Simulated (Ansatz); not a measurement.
Ideal-gas functions of Br$_{3}$GeH (`[Br][GeH]([Br])[Br]`) at 500 K and 1 bar, from an Ansatz frequency run at PBE0-D4/def2-TZVP.

Molar mass 313.33 g/mol, point group C3v (symmetry number 3), electronic degeneracy 1, moments of inertia 591.664, 591.679, 1107.023 u Å². Harmonic wavenumbers (cm⁻¹, unscaled): 91, 91, 127, 279, 333, 333, 684, 684, 2193.

Use S(trans) = R[1.5 ln M + 2.5 ln T − 1.1517]; rotational temperatures θ = 24.2544 K / I; S(rot) = R[ln(√π/σ · √(T³/θAθBθC)) + 1.5]; for each mode x = 1.438777 ν̃/T, S = R[x/(eˣ − 1) − ln(1 − e⁻ˣ)] and H = RT x/(eˣ − 1); 1 cm⁻¹ = 0.0119627 kJ/mol; R = 8.31446 J/(mol·K).

Problem. By hand: the entropy, in J/(mol·K).

Solution. Translation 191.3. Rotation: θ = 0.041, 0.041, 0.0219 K, giving 128.0. Vibration, mode by mode: 19.48, 19.48, 16.73, 10.36, 8.98, 8.98, 3.91, 3.91, 0.11, in all 91.9. Electronic 0.0. Sum 411.2 J/(mol·K).

Problem. By hand: H − E and G − E in kJ/mol, counted from the electronic energy.

Solution. Zero-point energy ½ × 4815 × 0.0119627 = 28.8; thermal vibration 21.1; translation, rotation and pV give 4 RT = 16.6. H − E = 66.5 kJ/mol, and G − E = 66.5 − 500 × 411.2/1000 = -139.1 kJ/mol.

Vibration gives 22 % of the entropy, 55.7 J/(mol·K) of it from the modes under 150 cm⁻¹: soft modes count most, and the harmonic formula is weakest for them.
